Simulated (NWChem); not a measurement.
System meant: C2H5Al; SMILES C=[CH][AlH2]

The following NWChem deck was run.

```
start job
memory heap 200 mb stack 900 mb global 1100 mb
geometry units angstroms noautosym nocenter noautoz
  Al     0.073952     1.199428     0.000066
  H      1.645091     1.459126    -0.001900
  H     -0.957431     2.410705     0.002209
  C     -0.520287    -0.653420     0.000053
  C      0.375296    -1.656482     0.000030
  H     -1.581121    -0.942338     0.000429
  H      0.084739    -2.715706     0.000395
  H      1.457079    -1.468451    -0.000377
end
basis spherical
  * library 6-31g*
end
dft
  xc m06-l
  iterations 150
end
property
  shielding
end
task dft property
```

End of the output:

```
 Vector   18  Occ=0.000000D+00  E= 4.551329D-02
              MO Center= -1.2D-01,  7.0D-01,  1.6D-04, r^2= 5.0D+00
   Bfn.  Coefficient  Atom+Function         Bfn.  Coefficient  Atom+Function
  ----- ------------  ---------------      ----- ------------  ---------------
    10      1.121291  1 Al s                 28     -0.776790  4 C  s
    12     -0.764435  1 Al py                20     -0.395682  2 H  s
    22     -0.351930  3 H  s                 30     -0.352916  4 C  py
     6      0.277340  1 Al s                 42     -0.273912  5 C  s
    11     -0.224034  1 Al px                26     -0.192376  4 C  py

 center of mass
 --------------
 x =   0.03065885 y =   0.11391833 z =   0.00011937

 moments of inertia (a.u.)
 ------------------
         339.847905502519           6.555267299112           0.023592783715
           6.555267299112          47.813529439012          -0.009116876380
           0.023592783715          -0.009116876380         387.661370801009

     Multipole analysis of the density
     ---------------------------------

     L   x y z        total         alpha         beta         nuclear
     -   - - -        -----         -----         ----         -------
     0   0 0 0     -0.000000    -15.000000    -15.000000     30.000000

     1   1 0 0     -0.059522     -0.728758     -0.728758      1.397995
     1   0 1 0     -0.323564     -0.611998     -0.611998      0.900432
     1   0 0 1     -0.000012     -0.002001     -0.002001      0.003991

     2   2 0 0    -20.893090    -29.718814    -29.718814     38.544538
     2   1 1 0      0.015300      2.372843      2.372843     -4.730386
     2   1 0 1      0.005593      0.014347      0.014347     -0.023102
     2   0 2 0    -20.806622   -110.549266   -110.549266    200.291910
     2   0 1 1     -0.003121     -0.005404     -0.005404      0.007687
     2   0 0 2    -18.465281     -9.232657     -9.232657      0.000032

          -----------------------------------------
          Chemical Shielding Tensors (GIAO, in ppm)
          -----------------------------------------

 ------------------------------------------------------------------------
  xm06: d2 not coded                    0
 ------------------------------------------------------------------------
 ------------------------------------------------------------------------
  current input line :
    23: task dft property
 ------------------------------------------------------------------------
 ------------------------------------------------------------------------
 This error has not yet been assigned to a category
 ------------------------------------------------------------------------
 For more information see the NWChem manual at https://nwchemgit.github.io

0: xm06: d2 not coded:Received an Error in Communication
```

Find the fault in this run and fix the input.

The program stopped with an error. Cause: this functional's second derivatives, which shieldings need, aren't coded here; the fix takes a hybrid GGA instead. This input runs:
```
start job
memory heap 200 mb stack 900 mb global 1100 mb
geometry units angstroms noautosym nocenter noautoz
  Al     0.073952     1.199428     0.000066
  H      1.645091     1.459126    -0.001900
  H     -0.957431     2.410705     0.002209
  C     -0.520287    -0.653420     0.000053
  C      0.375296    -1.656482     0.000030
  H     -1.581121    -0.942338     0.000429
  H      0.084739    -2.715706     0.000395
  H      1.457079    -1.468451    -0.000377
end
basis spherical
  Al library 6-31g*
  H library 6-31g*
  C library 6-31g*
end
dft
  xc pbe0
  iterations 150
end
property
  shielding
end
task dft property
```
It converges to -321.36165 Ha (PBE0/6-31G* (spherical d), GIAO).
